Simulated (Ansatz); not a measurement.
Ansatz (an electronic-structure program) input:
A basis named .json is the Basis Set Exchange file of that set.

Ansatz 0.2 input:
```yaml
crystal:
  periodic: [false, false, false]
  atoms:
    - {symbol: C, position_ang: [-1.59854954, -0.49042414, -0.27468231]}
    - {symbol: Si, position_ang: [0.25298279, -0.22799580, -0.24605654]}
    - {symbol: F, position_ang: [0.77413874, -0.44862135, 1.25603515]}
    - {symbol: F, position_ang: [0.55373608, 1.30874576, -0.59894665]}
    - {symbol: H, position_ang: [-1.84505168, -1.51241822, 0.01354687]}
    - {symbol: H, position_ang: [-1.99759743, -0.29610403, -1.27032870]}
    - {symbol: H, position_ang: [-2.05868609, 0.20188856, 0.43587070]}
basis:
  gaussian:
    orbitals: aug-cc-pV_D+d_Z.json
magnetization: {spin_polarized: true, initial_magnetization: 1}
correlation: {method: ccsd_t, electrons: outside_noble_gas}
output: {forces: true}
```

Problem. What final total energy does it print?

Solution. -528.24558 Eh (CCSD(T)/aug-cc-pV(D+d)Z). The basis has 128 functions.

It need not be the lowest isomer of its formula.
